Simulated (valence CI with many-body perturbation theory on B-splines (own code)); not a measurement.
# I XL: what the settings do

Computed by configuration interaction combined with many-body perturbation theory (CI+MBPT): four valence electrons over a frozen Dirac-Fock core [Ne], radial functions for each j: 6 s, 6 p, 5 d, 3 f, 1 g, with the one-electron correlation potential Σ1 (screened to all orders), the two-electron term Σ2, the three-electron term Σ3, Breit, model QED; selected single and double excitations, second order for the rest, scaled by the run's own slope (own B-spline code, finite nucleus).

No measured spectrum was set against this ion. As an estimate, large intervals hold to a few tenths of a per cent, small ones and those within an open d or f shell to about a per cent.

The reference run has the lowest level (3s^2 3p1/2^2) J=0 and an ionisation energy of 2837.87 eV. Its largest variational space holds 9995 state functions.

Levels are named by their leading jj configuration (3d3/2^4 stands for four electrons in 3d with j = 3/2), which in mixed levels can hold well under half, so a name can repeat and another be missing. Letters in brackets count levels of one name in rising energy.

Changed runs:
A. lowest core n in screening and Σ2 1 → 3
B. screening of Σ1 on → off
C. correlating orbitals by l 3 3 3 2 1 → 4 4 3 0 0
D. start configuration 3s2 3p2 → 3s2 4p2 (bad on purpose)

Excitation energies of the reference run in cm⁻¹, and shifts in cm⁻¹:

```csv
Level,Reference,B,C
(3s^2 3p1/2 3p3/2) J=1,542050,+4.1,-483
(3s^2 3p1/2 3p3/2) J=2,592468,+4.1,+203
(3s^2 3p3/2^2) J=2,1170900,+8.1,-93
(3s^2 3p3/2^2) J=0,1281190,+8.3,+607
(3s 3p1/2^2 3p3/2) J=2,1339840,-18,-593
(3s 3p1/2^2 3p3/2) J=1,1496560,-14,+230
(3s^2 3p1/2 3d3/2) J=2,1698100,+21,+1134
(3s 3p1/2 3p3/2^2) J=2 [a],1801650,+0.3,-724
(3s^2 3p1/2 3d5/2) J=3,1870700,+13,+430
(3s^2 3p1/2 3d3/2) J=1,1906970,+14,+2376
(3s^2 3p1/2 3d5/2) J=2,1996500,+16,+1387
(3s 3p1/2 3p3/2^2) J=3,2009220,+8.8,+1311
Ionisation energy (eV),2837.87,+0.0095,-0.17
```

Run A: It gave no result: the setting left no core shell for the response of the core. The program said: "need at least one array to concatenate".

Run D: It gave no result: the start configuration must fill the lowest shells above the core. The program said: "4p is not the lowest shell of its kind above the core".
